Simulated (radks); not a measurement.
The numbers below are computed, except where a source is named.
Q: Al IV, configuration [He] 2s2 2p5 7p1 (not the ground configuration). Code: a radial shooting solver on a logarithmic mesh with Libxc functionals. Model: non-relativistic Kohn-Sham, TPSS, spin-polarised, spherical densities, point nucleus; open shells are filled with parallel spins first; meta-GGA in the generalised Kohn-Sham scheme. Some entries of the table are withheld. Estimate them.

orbital  occ.  eigenvalue (eV)  r(max) (bohr)
1s up       1        -1591.756            (1)
1s down     1        -1590.132            (2)
2s up       1        -176.0591         0.4870
2s down     1        -172.8779         0.4887
2p up       3              (3)            (4)
2p down     2              (5)            (6)
7p up       1          -4.9712          17.10

A: 
(1) 1s up r(max) (bohr): 0.07872
(2) 1s down r(max) (bohr): 0.07870
(3) 2p up eigenvalue (eV): -138.1462
(4) 2p up r(max) (bohr): 0.4143
(5) 2p down eigenvalue (eV): -134.7064
(6) 2p down r(max) (bohr): 0.4166
